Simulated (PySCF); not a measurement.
Molecule: `FCCC[SiH2]P`, C3H10FPSi.

Bonds (- single, = double, # triple, : aromatic): F1-C2, C2-C3, C3-C4, C4-Si5, Si5-P6. C2 carries H7, H8; C3 carries H9, H10; C4 carries H11, H12; Si5 carries H13, H14; P6 carries H15, H16.

Frames of a GFN2-xTB Langevin trajectory at 200 K; GIAO PBE0/pcSseg-1 shieldings in PySCF 2.14.0 with density-fitted response routines, gas phase, non-relativistic; equivalent atoms averaged within each frame.

Shifts are taken against calculated references (same method and geometry level): 19F (σ = 170.95 ppm) against CFCl3; TMS for 13C (σ = 186.93 ppm), 29Si (σ = 349.16 ppm), 1H (σ = 31.72 ppm); 31P (σ = 318.38 ppm) against H3PO4. The references are static minima.

Task: How do the shifts (ppm) fluctuate along the trajectory?

Result: 
```csv
time (fs),F1,C2,C3,C4,Si5,P6,H13/H14,H7/H8,H9/H10,H11/H12
250,-255.7,84.1,33.1,18.5,-48.7,-311.7,4.39,4.32,2.38,1.77
425,-238.3,99.2,31.8,11.6,-46.5,-291.3,5.01,5.73,2.61,1.31
625,-247.6,90.1,35.1,18.6,-50.9,-291.4,4.74,4.52,2.26,1.81
800,-257.0,90.2,34.3,11.1,-44.1,-330.7,4.03,5.45,1.49,0.98
1000,-249.5,90.9,36.7,7.6,-44.7,-313.1,4.53,4.42,1.95,0.50
mean of frames,-249.6,90.9,34.2,13.5,-47.0,-307.6,4.54,4.89,2.14,1.28
standard deviation,7.5,5.4,1.9,4.9,2.8,16.6,0.37,0.65,0.43,0.55
```

5 frames give an uncertainty of the mean of about the standard deviation over 2.2 at best, since frames this close in time may not be independent; classical motion lacks zero-point vibration, and the reference would need the same averaging.
